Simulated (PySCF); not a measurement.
Cl3Ga.

```xyz
4

Ga     0.0000     0.0000     0.0000
Cl    -2.1206     0.0000     0.0000
Cl     1.0603     1.8365     0.0000
Cl     1.0603    -1.8365     0.0000
```

Geometry optimised at PBE0-D3(BJ)/def2-SVP. The isomer is the one that the SMILES or the coordinates give; other isomers of the formula were not compared.

Computed with PBE0/pcSseg-1 in PySCF. Non-relativistic, no solvent.

Computed absolute GIAO shielding of each atom: isotropic value and principal components (ppm):
| atom | σ(iso) | σ11 | σ22 | σ33 | span |
|---|---|---|---|---|---|
| Ga1 | 1373.8 | 1126.9 | 1497.2 | 1497.2 | 370.4 |
| Cl2 | 841.9 | 689.9 | 815.2 | 1020.7 | 330.8 |
| Cl3 | 841.9 | 689.9 | 815.2 | 1020.7 | 330.8 |
| Cl4 | 841.9 | 689.9 | 815.2 | 1020.7 | 330.8 |
